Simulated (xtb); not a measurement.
Input for xtb: GFN1-xTB on MoI, 2S+1 = 6, a spin state set in the input, which need not be the lowest, a point of a bond scan (R = 2.880 Å).

```
$ xtb mol.xyz --gfn 1 --sp --chrg 0 --uhf 5
2

Mo     0.00000000     0.00000000     0.00000000
I      0.00000000     0.00000000     2.87971500
```

It printed:

```
[...]
           -------------------------------------------------
          |                Calculation Setup                |
           -------------------------------------------------



           -------------------------------------------------
          |                 G F N 1 - x T B                 |
           -------------------------------------------------

        Reference                      10.1021/acs.jctc.7b00118
      * Hamiltonian:
        H0-scaling (s, p, d)           1.850000    2.250000    2.000000
        zeta-weighting                 0.000000
      * Dispersion:
        s8                             2.400000
        a1                             0.630000
        a2                             5.000000
        s9                             0.000000
      * Repulsion:
        kExp                           1.500000
        rExp                           1.000000
      * Coulomb:
        alpha                          2.000000
        third order                    atomic
        anisotropic                    false
      * Halogen bond correction:
        rad-scale                      1.300000
        damping                        0.440000


          ...................................................
          :                      SETUP                      :
          :.................................................:
          :  # basis functions                  20          :
          :  # atomic orbitals                  18          :
          :  # shells                            6          :
          :  # electrons                        13          :
          :  # halogen bonds                     0          :
          :  max. iterations                   250          :
          :  Hamiltonian                  GFN1-xTB          :
          :  restarted?                      false          :
          :  GBSA solvation                  false          :
          :  PC potential                    false          :
          :  electronic temp.          300.0000000     K    :
          :  accuracy                    1.0000000          :
          :  -> integral cutoff          0.2500000E+02      :
          :  -> integral neglect         0.1000000E-07      :
          :  -> SCF convergence          0.1000000E-05 Eh   :
          :  -> wf. convergence          0.2000000E-04 e    :
          :  Broyden damping             0.4000000          :
          :  net charge                          0          :
          :  unpaired electrons                  5          :
          ...................................................

 iter      E             dE          RMSdq      gap      omega  full diag
   1     -1.5822674 -0.158227E+01  0.472E+01    1.79       0.0  T
   2      7.2578593  0.884013E+01  0.547E+01    6.96       1.0  T
   3     -5.7023991 -0.129603E+02  0.168E+01    1.15       1.0  T
   4     -5.8105463 -0.108147E+00  0.111E+01    1.24       1.0  T
   5     -5.7866162  0.239301E-01  0.423E+00    1.37       1.0  T
   6     -5.8374604 -0.508442E-01  0.243E+00    1.30       1.0  T
   7     -5.8461521 -0.869167E-02  0.184E+00    1.20       1.0  T
   8     -5.8477821 -0.163003E-02  0.741E-01    1.21       1.0  T
   9     -5.8477754  0.673346E-05  0.479E-01    1.21       1.0  T
  10     -5.8478494 -0.740375E-04  0.888E-02    1.22       1.0  T
  11     -5.8478517 -0.227347E-05  0.284E-02    1.22       2.5  T
  12     -5.8478525 -0.773482E-06  0.120E-02    1.22       5.9  T
  13     -5.8478528 -0.337122E-06  0.392E-03    1.22      18.1  T
  14     -5.8478528 -0.231702E-07  0.189E-03    1.22      37.5  T
  15     -5.8478528 -0.866434E-09  0.127E-04    1.22     554.9  T
  16     -5.8478528 -0.404903E-10  0.118E-05    1.22    5990.0  T

   *** convergence criteria satisfied after 16 iterations ***

         #    Occupation            Energy/Eh            Energy/eV
      -------------------------------------------------------------
         1        2.0000           -0.8864870             -24.1225
       ...           ...                  ...                  ...
         3        2.0000           -0.4390701             -11.9477
         4        2.0000           -0.4390701             -11.9477
         5        1.0000           -0.3647143              -9.9244
         6        1.0000           -0.3617932              -9.8449
         7        1.0000           -0.3617932              -9.8449
         8        1.0000           -0.3573243              -9.7233
         9        1.0000           -0.3573243              -9.7233 (HOMO)
        10                         -0.3126053              -8.5064 (LUMO)
        11                         -0.1878270              -5.1110
        12                         -0.1878270              -5.1110
        13                         -0.0771935              -2.1005
        14                         -0.0771935              -2.1005
       ...                                ...                  ...
        18                          0.2206183               6.0033
      -------------------------------------------------------------
                  HL-Gap            0.0447190 Eh            1.2169 eV
             Fermi-level           -0.3682682 Eh          -10.0211 eV

 SCC (total)                   0 d,  0 h,  0 min,  0.004 sec
 SCC setup                      ...        0 min,  0.000 sec (  2.839%)
 Dispersion                     ...        0 min,  0.000 sec (  1.603%)
 classical contributions        ...        0 min,  0.000 sec (  0.567%)
 integral evaluation            ...        0 min,  0.001 sec ( 22.428%)
 iterations                     ...        0 min,  0.002 sec ( 49.595%)
 molecular gradient             ...        0 min,  0.001 sec ( 18.317%)
 printout                       ...        0 min,  0.000 sec (  4.326%)

         :::::::::::::::::::::::::::::::::::::::::::::::::::::
         ::                     SUMMARY                     ::
         :::::::::::::::::::::::::::::::::::::::::::::::::::::
         :: total energy              -5.846012492035 Eh    ::
         :: gradient norm              0.077089249207 Eh/a0 ::
         :: HOMO-LUMO gap              1.216865549418 eV    ::
         ::.................................................::
         :: SCC energy                -5.847852848387 Eh    ::
         :: -> electrostatic           0.019038010023 Eh    ::
         :: repulsion energy           0.002467240430 Eh    ::
         :: dispersion energy         -0.000626884078 Eh    ::
         :: halogen bond corr.         0.000000000000 Eh    ::
         :: add. restraining           0.000000000000 Eh    ::
         :: total charge               0.000000000061 e     ::
         :::::::::::::::::::::::::::::::::::::::::::::::::::::

           -------------------------------------------------
          |                Property Printout                |
           -------------------------------------------------

    * Orbital Energies and Occupations

         #    Occupation            Energy/Eh            Energy/eV
      -------------------------------------------------------------
         1        2.0000           -0.8864870             -24.1225
         2        2.0000           -0.4754265             -12.9370
         3        2.0000           -0.4390701             -11.9477
         4        2.0000           -0.4390701             -11.9477
         5        1.0000           -0.3647143              -9.9244
         6        1.0000           -0.3617932              -9.8449
         7        1.0000           -0.3617932              -9.8449
         8        1.0000           -0.3573243              -9.7233
         9        1.0000           -0.3573243              -9.7233 (HOMO)
        10                         -0.3126053              -8.5064 (LUMO)
Note: The following floating-point exceptions are signalling: IEEE_UNDERFLOW_FLAG IEEE_DENORMAL
normal termination of xtb
        11                         -0.1878270              -5.1110
        12                         -0.1878270              -5.1110
        13                         -0.0771935              -2.1005
        14                         -0.0771935              -2.1005
        15                         -0.0666001              -1.8123
        16                         -0.0235617              -0.6411
        17                         -0.0235617              -0.6411
        18                          0.2206183               6.0033
      -------------------------------------------------------------
                  HL-Gap            0.0447190 Eh            1.2169 eV
             Fermi-level           -0.3682682 Eh          -10.0211 eV

  Mulliken/CM5 charges         n(s)   n(p)   n(d)
     1Mo    0.01761  0.03658   0.742  0.365  4.876
     2I    -0.01761 -0.03658   1.963  5.062 -0.007

Wiberg/Mayer (AO) data.
largest (>0.10) Wiberg bond orders for each atom

 ---------------------------------------------------------------------------
     #   Z sym  total        # sym  WBO       # sym  WBO       # sym  WBO
 ---------------------------------------------------------------------------
     1  42 Mo   1.527 --     2 I    1.527
     2  53 I    1.527 --     1 Mo   1.527
 ---------------------------------------------------------------------------

Topologies differ in total number of bonds
Writing topology from bond orders to xtbtopo.mol

 dipole moment from electron density (au)
     X       Y       Z
   0.0000   0.0000  -1.3366  total (Debye):    3.397


           -------------------------------------------------
          | TOTAL ENERGY               -5.846012492035 Eh   |
          | GRADIENT NORM               0.077089249207 Eh/α |
          | HOMO-LUMO GAP               1.216865549418 eV   |
           -------------------------------------------------

------------------------------------------------------------------------
------------------------------------------------------------------------
 total:
 SCF:
```

The run finished.

Cost: about 0.04 core-seconds (a rough figure).
